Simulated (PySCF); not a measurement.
A structure optimised at PBE-D3(BJ)/def2-SVP, used in a PySCF frequency run:

```
Si
N 1 1.7669
H 2 1.0249 1 119.10
H 2 1.0252 3 109.73 1 135.83
H 1 1.5111 2 106.27 3 -59.17
C 1 1.9037 5 107.10 2 -125.28
H 6 1.1097 1 112.27 5 63.42
H 6 1.1097 7 108.32 1 -122.74
H 6 1.1109 7 107.78 8 -116.06
Si 1 2.3698 5 114.89 2 113.13
N 10 1.7472 1 100.42 5 -105.81
H 11 1.0236 10 120.95 1 174.21
H 11 1.0247 12 111.98 10 143.47
N 10 1.7515 11 107.31 12 -62.79
H 14 1.0226 10 118.40 11 154.54
H 14 1.0232 15 110.65 10 -143.30
H 10 1.5165 11 118.18 12 51.62
```
Charge 0, spin multiplicity 1.

### Question
Write its SMILES and formula.

### Answer
C[Si@H](N)[SiH](N)N, CH11N3Si2

### Question
What are its rotational constants (standard atomic weights)?

### Answer
2.7615, 1.5984, 1.1704 GHz
